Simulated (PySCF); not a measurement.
Vertical excitations of a molecule C₃H₇N from TDDFT-PBE/def2-SVPD (PySCF), as energy in eV (oscillator strength): 4.77 (0.002), 5.56 (0.017), 6.43 (0.006), 6.54 (0.000), 7.06 (0.007), 7.38 (0.289), 7.57 (0.061), 7.63 (0.005), 7.90 (0.008), 8.04 (0.002). Lowest triplet (TDA): 3.99 eV. Geometry optimised at r2SCAN-D4/def2-SVP. One conformer was computed; it need not be the lowest.

Q: Which molecule gave these data?
(A) C=CCN
(B) C/C=N\C
(C) C1CNC1

A: B, C/C=N\C
